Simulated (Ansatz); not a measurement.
Compare A (`ClC1O[SiH2]1`) with its isomer B (`O=C[SiH2]Cl`).

Computed with Ansatz on PBE0-D4/def2-TZVP structures; ΔE is electronic, products minus reactants. CCSD(T)/CBS adds triple-zeta CCSD(T) − MP2 to the extrapolated MP2 energy (def2 sets, frozen cores). DFT in def2-TZVPP. B3LYP here is the variant with VWN-RPA as its local correlation; programs differ in this. One conformer a species, not always the lowest.

Question: Which isomer does CCSD(T)/CBS put lower? Give the gap. (Estimate.)

Answer: The calculation gave: B, by 28.2 kcal/mol.

Question: Give E(B) − E(A) in kcal/mol with LDA (SPW92), B2PLYP, HF/def2-TZVPP, PBE0-D4, ωB97M-V, CCSD/def2-TZVPP, B3LYP-D4. (Best estimate.)

Answer: Computed: LDA (SPW92) -19.2, B2PLYP -29.4, HF/def2-TZVPP -37.6, PBE0-D4 -26.4, ωB97M-V -28.0, CCSD/def2-TZVPP -29.9, B3LYP-D4 -29.7. None reverses the order clearly.

Question: Does the order hold for the free energy at 298.15 K (harmonic terms from PBE0-D4)? (Estimate.)

Answer: Computed: Yes: G(B) − G(A) = -30.5 kcal/mol, for one conformer each. Modes under 60 cm⁻¹, often nearly free rotors, make the harmonic entropy too high.

Largest T1 diagnostic: 0.014.

At CCSD(T), def2-SVP lies −7.2 kcal/mol from the extrapolated value and def2-TZVPP −0.7 kcal/mol. From PBE to PBE0 (25 % exact exchange), in def2-TZVPP and without D4, E(B) − E(A) moves by −0.7 kcal/mol.
